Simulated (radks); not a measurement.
Values are calculated unless marked as measured or tabulated.
Spherical quantum dot in the effective-mass picture: electrons in a parabolic well V = omega^2 r^2 / 2 with omega = 0.18, all in effective atomic units (hartree* = m*/eps^2 hartree, bohr* = eps/m* bohr), one dielectric constant everywhere. Level of theory: non-relativistic Kohn-Sham, LDA (Slater exchange, Perdew-Wang correlation), spin-polarised, spherical densities (a radial shooting solver with Libxc functionals). Levels are named by radial order and angular momentum (1s, 1p, 1d, 2s, ...), and open shells are averaged over m. Results are scaled to m* = 0.034 and eps = 12.6, for which hartree* = 5.828 meV and bohr* = 19.61 nm.

N = 12, configuration 1s2 1p6 1d(up 4, down 0). This is the lowest configuration that the search found. Occupied and some empty levels:

level,occupation,eigenvalue (meV),<r> (nm)
1s up,1,13.443,91.04
1s down,1,13.548,87.82
1p up,3,13.792,107.1
1p down,3,13.924,106.2
1d up,4,14.239,118.4
1d down,0,14.378,118.6
2s up,0,14.476,96.13
2s down,0,14.548,97.86
1f up,0,14.765,127.5
1f down,0,14.902,128.3
2p up,0,15.081,110.3
2p down,0,15.161,110.6

Energy (meV): total 101.939, kinetic 8.0132, external 37.021, Hartree 68.728, exchange-correlation -11.823.
